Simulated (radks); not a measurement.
Question: These are the eigenvalues of the occupied orbitals of an atom or ion with whole-number occupations (hartree). Method: Dirac Kohn-Sham, Slater X-alpha with alpha = 0.749, spin-unpolarised, spherical densities, finite nucleus; Fermi nuclear charge, rms radius of each element as measured or else 0.836 A^(1/3) + 0.57 fm; computed with a radial shooting solver on a logarithmic mesh with Libxc functionals.

| orbital | eigenvalue |
|---|---|
| 1s1/2 | -2550.801 |
| 2s1/2 | -440.6998 |
| 2p1/2 | -421.8434 |
| 2p3/2 | -372.0351 |
| 3s1/2 | -101.7760 |
| 3p1/2 | -93.30478 |
| 3p3/2 | -82.52429 |
| 3d3/2 | -68.14288 |
| 3d5/2 | -65.79265 |
| 4s1/2 | -21.21137 |
| 4p1/2 | -17.68434 |
| 4p3/2 | -15.17616 |
| 4d3/2 | -9.35153 |
| 4d5/2 | -8.88808 |
| 5s1/2 | -3.17691 |
| 5p1/2 | -2.12505 |
| 5p3/2 | -1.75793 |
| 4f5/2 | -1.57743 |
| 4f7/2 | -1.49366 |
| 5d3/2 | -0.43766 |
| 6s1/2 | -0.43642 |

Which element is it, and in what charge state? The configuration may be excited. Open shells, if any, fill j = l - 1/2 first.

Answer: Z = 74, tungsten, charge +1: W+ in [Xe] 4f14 5d4 6s1. The list shows which subshells hold electrons but not how many an open one holds; the 1s level, -2550.8 hartree, gives Z - s = 71.4 by -(Z - s)^2/2, which with screening and relativity narrows Z to a few neighbours, and the depths of the outer levels then fix element, charge and occupations together.
